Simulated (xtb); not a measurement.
lithium fluoride (FLi), singlet, at a GFN2-xTB geometry (such geometries of metal compounds can be far from the true shape); GFN0-xTB in xtb 6.7.1.

xtb was given this input:
```
$ xtb mol.xyz --gfn 0 --opt --json

# file mol.xyz
2

Li    -0.00000000    -0.00000000    -1.14043347
F      0.00000000     0.00000000     0.38014449
```

It wrote (shortened):

```
   ID    Z sym.   atoms
    1    3 Li     1
    2    9 F      2

           -------------------------------------------------
          |                Calculation Setup                |
           -------------------------------------------------

           -------------------------------------------------
          |                 G F N 0 - x T B                 |
           -------------------------------------------------

          ...................................................
          :                      SETUP                      :
          :.................................................:
          :  # basis functions                   8          :
          :  # atomic orbitals                   8          :
          :  # shells                            4          :
          :  # electrons                         8          :
          :  electronic temp.          300.0000000     K    :
          :  accuracy                    1.0000000          :
          :  -> integral cutoff          0.2500000E+02      :
          :  -> integral neglect         0.1000000E-07      :
          ...................................................

         :::::::::::::::::::::::::::::::::::::::::::::::::::::
         ::                     SUMMARY                     ::
         :::::::::::::::::::::::::::::::::::::::::::::::::::::
         :: total energy              -4.382493369241 Eh    ::
         :: gradient norm              0.022296134034 Eh/a0 ::
         :: HOMO-LUMO gap              6.052677914195 eV    ::
         ::.................................................::
         :: H0 energy                 -4.268891938793 Eh    ::
         :: repulsion energy           0.010567591091 Eh    ::
         :: electrostat energy        -0.124108099099 Eh    ::
         :: -> Gsolv                   0.000000000000 Eh    ::
         ::    -> Gsasa                0.000000000000 Eh    ::
         ::    -> Gshift               0.000000000000 Eh    ::
         :: dispersion energy         -0.000060922441 Eh    ::
         :: short-range corr.          0.000000000000 Eh    ::
         :: add. restraining           0.000000000000 Eh    ::
         :: total charge              -0.000000000000 e     ::
         :::::::::::::::::::::::::::::::::::::::::::::::::::::

      -----------------------------------------------------------
     |                   =====================                   |
     |                        A N C O P T                        |
     |                   =====================                   |
     |               Approximate Normal Coordinate               |
     |                Rational Function Optimizer                |
      -----------------------------------------------------------
      -----------------------------------------------------------
     |                   =====================                   |
     |                        A N C O P T                        |
     |                   =====================                   |
     |               Approximate Normal Coordinate               |
     |                Rational Function Optimizer                |
      -----------------------------------------------------------

          ...................................................
          :                      SETUP                      :
          :.................................................:
          :   optimization level            normal          :
          :   max. optcycles                   200          :
          :   ANC micro-cycles                  20          :
          :   degrees of freedom                 1          :
          :.................................................:
          :   RF solver                   davidson          :
          :   write xtbopt.log                true          :
          :   linear (good luck)              true          :
          :   energy convergence         0.5000000E-05 Eh   :
          :   grad. convergence          0.1000000E-02 Eh/α :
          :   maxmium RF displ.          1.0000000          :
          :   Hlow (freq-cutoff)         0.1000000E-01      :
          :   Hmax (freq-cutoff)         5.0000000          :
          :   S6 in model hess.         20.0000000          :
          ...................................................

generating ANC from exact Hessian ...
Using Lindh-Hessian (1995)
 Shifting diagonal of input Hessian by    0.0000000000000000
 Lowest  eigenvalues of input Hessian
    0.000000    0.000000    0.000000    0.000000    0.000000    0.809235
 Highest eigenvalues
    0.000000    0.000000    0.000000    0.000000    0.000000    0.809235

........................................................................
.............................. CYCLE    1 ..............................
........................................................................
 * total energy  :    -4.3824934 Eh     change        0.0000000E+00 Eh
   gradient norm :     0.0222961 Eh/α   predicted     0.0000000E+00 (   0.00%)
   displ. norm   :     0.0275312 α      lambda       -0.6138431E-03
   maximum displ.:     0.0275312 α      in ANC's #1, #1, #1, ...

........................................................................
.............................. CYCLE    2 ..............................
........................................................................
 * total energy  :    -4.3830204 Eh     change       -0.5270411E-03 Eh
   gradient norm :     0.0161061 Eh/α   predicted    -0.3071526E-03 ( -41.72%)
   displ. norm   :     0.0712710 α      lambda       -0.1147903E-02
   maximum displ.:     0.0712710 α      in ANC's #1, #1, #1, ...

........................................................................
.............................. CYCLE    3 ..............................
........................................................................
 * total energy  :    -4.3836773 Eh     change       -0.6568911E-03 Eh
[...]
 * total energy  :    -4.3837049 Eh     change       -0.2754900E-04 Eh
[...]
   displ. norm   :     0.0048103 α      lambda       -0.1580087E-05
   maximum displ.:     0.0048103 α      in ANC's #1, #1, #1, ...

........................................................................
.............................. CYCLE    5 ..............................
........................................................................
 * total energy  :    -4.3837055 Eh     change       -0.6621341E-06 Eh
   gradient norm :     0.0002155 Eh/α   predicted    -0.7906388E-06 (  19.41%)
   displ. norm   :     0.0014627 α      lambda       -0.2070128E-06
   maximum displ.:     0.0014627 α      in ANC's #1, #1, #1, ...

   *** GEOMETRY OPTIMIZATION CONVERGED AFTER 5 ITERATIONS ***

 total energy gain   :        -0.0012121 Eh       -0.7606 kcal/mol
 total RMSD          :         0.0846256 a0        0.0448 Å
 total power (kW/mol):        -0.6364964 (step)-2830.1055 (real)

================
 final structure:
================
2
 xtb: 6.7.1 (edcfbbe)
Li           0.00000000000000        0.00000000000000       -1.18521541359469
F            0.00000000000000        0.00000000000000        0.42492643359469

 Bond Distances (Angstroems)
 ---------------------------
Li1-F2=1.6101        F2-Li1=1.6101
 F  Li Rav=1.6101 sigma=0.0000  Rmin=1.6101  Rmax=1.6101     1

 selected bond angles (degree)
 --------------------

 selected dihedral angles (degree)
 ---------------------------------

           -------------------------------------------------
          |                Final Singlepoint                |
           -------------------------------------------------

          ...................................................
          :                      SETUP                      :
          :.................................................:
          :  # basis functions                   8          :
          :  # atomic orbitals                   8          :
          :  # shells                            4          :
          :  # electrons                         8          :
          :  electronic temp.          300.0000000     K    :
          :  accuracy                    1.0000000          :
          :  -> integral cutoff          0.2500000E+02      :
          :  -> integral neglect         0.1000000E-07      :
          ...................................................

         :::::::::::::::::::::::::::::::::::::::::::::::::::::
         ::                     SUMMARY                     ::
         :::::::::::::::::::::::::::::::::::::::::::::::::::::
         :: total energy              -4.383705512572 Eh    ::
         :: gradient norm              0.000215460954 Eh/a0 ::
         :: HOMO-LUMO gap              6.000722022191 eV    ::
         ::.................................................::
         :: H0 energy                 -4.268328225362 Eh    ::
         :: repulsion energy           0.006016386669 Eh    ::
         :: electrostat energy        -0.121332996681 Eh    ::
         :: -> Gsolv                   0.000000000000 Eh    ::
         ::    -> Gsasa                0.000000000000 Eh    ::
         ::    -> Gshift               0.000000000000 Eh    ::
         :: dispersion energy         -0.000060677198 Eh    ::
         :: short-range corr.          0.000000000000 Eh    ::
         :: add. restraining           0.000000000000 Eh    ::
         :: total charge               0.000000000000 e     ::
         :::::::::::::::::::::::::::::::::::::::::::::::::::::

           -------------------------------------------------
          |                Property Printout                |
           -------------------------------------------------

    * Orbital Energies and Occupations

         #    Occupation            Energy/Eh            Energy/eV
      -------------------------------------------------------------
         1        2.0000           -0.8134798             -22.1359
         2        2.0000           -0.4403485             -11.9825
         3        2.0000           -0.4401679             -11.9776
         4        2.0000           -0.4401679             -11.9776 (HOMO)
         5                         -0.2196454              -5.9769 (LUMO)
         6                         -0.1083668              -2.9488
         7                         -0.1083668              -2.9488
         8                          0.1303432               3.5468
      -------------------------------------------------------------
                  HL-Gap            0.2205225 Eh            6.0007 eV
             Fermi-level            0.0000000 Eh            0.0000 eV

     #   Z          covCN         q      C6AA      α(0)
     1   3 Li       0.604     0.393    85.921    33.655
     2   9 F        0.604    -0.393    13.520     4.240

 Mol. C6AA /au·bohr⁶  :        136.111215
 Mol. C8AA /au·bohr⁸  :       8045.614038
 Mol. α(0) /au        :         37.894824

Wiberg/Mayer (AO) data.
largest (>0.10) Wiberg bond orders for each atom

 ---------------------------------------------------------------------------
     #   Z sym  total        # sym  WBO       # sym  WBO       # sym  WBO
 ---------------------------------------------------------------------------
     1   3 Li   0.459 --     2 F    0.459
     2   9 F    0.459 --     1 Li   0.459
 ---------------------------------------------------------------------------

Topologies differ in total number of bonds
Writing topology from bond orders to xtbtopo.mol

 dipole moment from electron density (au)
     X       Y       Z
   0.0000  -0.0000  -3.0226  total (Debye):    7.683

optimized geometry written to: xtbopt.xyz

           -------------------------------------------------
          | TOTAL ENERGY               -4.383705512572 Eh   |
          | GRADIENT NORM               0.000215460954 Eh/α |
          | HOMO-LUMO GAP               6.000722022191 eV   |
           -------------------------------------------------

normal termination of xtb
```
